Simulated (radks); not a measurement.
Values are calculated unless marked as measured or tabulated.
Question: These are the eigenvalues of the occupied orbitals of an atom or ion with whole-number occupations (eV). Level of theory: non-relativistic Kohn-Sham, LDA (Slater exchange, Perdew-Wang correlation), spin-unpolarised, spherical densities, point nucleus (a radial shooting solver on a logarithmic mesh with Libxc functionals).

| orbital | eigenvalue |
|---|---|
| 1s | -72980.06 |
| 2s | -17303.56 |
| 2p | -17076.41 |

Which element is it, and in what charge state? The configuration may be excited.

Answer: Z = 75, rhenium, charge +69: Re69+ in [He] 2s2 2p2. The list shows which subshells hold electrons but not how many an open one holds; the 1s level, -2682 hartree, gives Z - s = 73.2 by -(Z - s)^2/2, which with screening narrows Z to a few neighbours, and the depths of the outer levels then fix element, charge and occupations together.
